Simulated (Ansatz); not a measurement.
```yaml
crystal:
  periodic: [false, false, false]
  atoms:
    - {symbol: Ge, position_ang: [-0.478546, -0.888111, -0.503509]}
    - {symbol: Sn, position_ang: [0.721876, 0.825703, 1.397002]}
    - {symbol: H, position_ang: [-0.149251, -2.212435, -0.668839]}
    - {symbol: H, position_ang: [-2.237716, -0.409299, -0.684954]}
    - {symbol: H, position_ang: [-0.514651, -0.371902, -2.499473]}
    - {symbol: H, position_ang: [0.297110, 2.198174, 0.953642]}
    - {symbol: H, position_ang: [2.441405, 0.428553, 0.616071]}
basis:
  gaussian: {orbitals: x2c-TZVPPall, fitting: {mean_field: cc-pVTZ-jkfit}}
total_charge: 1
magnetization: {spin_polarized: true, initial_magnetization: 0}
hamiltonian: {xc: {name: HF}}
relax: {f_tol: 0.001, max_steps: 3}
```

```sh
$ ansatz run in.yaml --threads 2 --pin off --events-out ev --progress --plain --max-ram 22528MiB --backend cuda --devices 0, --max-vram 18GiB
```

(1) How does Ansatz answer? (An estimate is asked.)

Results:

(1) Computed: The input was rejected before any iteration.
```
Functional definition: HF
Error: <dir> the basis set cc-pVTZ-JKFIT has no functions for Sn
```
